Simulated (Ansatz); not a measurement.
The cluster GeSb₅⁻, relaxed as a singlet with RKS PBE-D4/def2-SVPD in Ansatz, starting from packed atoms. Force threshold 0.02 eV/Å.

In the def2 sets Sb takes a core potential; there is no spin–orbit coupling. Another isomer (singlet) lies 0.75 eV lower at PBE0-D4/def2-TZVPD; other spin states weren't run for this one.

Start:

```tsv
atom	x (Å)	y (Å)	z (Å)
Sb1	0.899	-1.377	-1.929
Sb2	-0.211	-0.083	0.142
Sb3	-1.689	0.235	2.680
Sb4	0.201	2.627	0.650
Sb5	-0.529	-2.672	0.009
Ge6	1.327	1.270	-1.552
```

Problem. Estimate the energy that the relaxation releases and the steps that it takes.

Solution. 436.9 kJ/mol, in 18 steps; 79 s on 4 threads of Arm Neoverse V1 on a shared host. The force fell under the threshold at step 16, but the optimiser went on. No frequencies were taken in this run, so the end may be a saddle point.

Problem. Does the start keep its bonding?

Solution. Bonds lost: Sb1–Sb2 (atoms count from 1). Bonds formed: Sb3–Sb4 (atoms count from 1).

Problem. Predict the relaxed structure.

Solution. 
```csv
atom,x (Å),y (Å),z (Å)
Sb1,1.508,-1.209,-1.551
Sb2,-1.593,-0.162,-0.292
Sb3,-0.910,0.460,2.367
Sb4,0.697,2.171,0.965
Sb5,-0.187,-2.566,0.111
Ge6,0.486,1.305,-1.600
```
Bond lengths: 4 × Sb–Sb 2.73 to 2.81 Å; 3 × Ge–Sb 2.71 to 2.86 Å.
